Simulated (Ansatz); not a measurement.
`FB1OC=CO1`, relaxed with RKS PBE0-D4/def2-TZVP in Ansatz from a PBE-D4/def2-SVP geometry. The force threshold is 0.005 eV/Å; the program also tests the step.

Total charge 0; spin multiplicity 1.

Start:

```xyz
8

F    -0.550   -1.040    2.316
B    -0.269   -0.510    1.135
O     0.039    0.827    0.935
C     0.256    0.928   -0.429
C     0.086   -0.281   -1.012
O    -0.249   -1.223   -0.053
H     0.520    1.909   -0.838
H     0.166   -0.611   -2.053
```

(1) By how much does the energy fall, and how many steps does the optimiser take? (An estimate is asked.)

(2) Which bonds change most? (Estimate.)

(3) Give the relaxed structure. (Best estimate.)

## Answers

(1) Computed: 0.04 eV, in 4 steps.

(2) Computed: C4–C5 from 1.353 to 1.330 Å; C4–H7 from 1.095 to 1.077 Å; C5–H8 from 1.095 to 1.077 Å; B2–O3 from 1.386 to 1.374 Å.

(3) The calculation gave: 
```xyz
8

F    -0.545   -1.031    2.296
B    -0.267   -0.505    1.126
O     0.039    0.819    0.927
C     0.254    0.916   -0.430
C     0.086   -0.273   -1.003
O    -0.246   -1.211   -0.053
H     0.514    1.879   -0.835
H     0.166   -0.593   -2.028
```
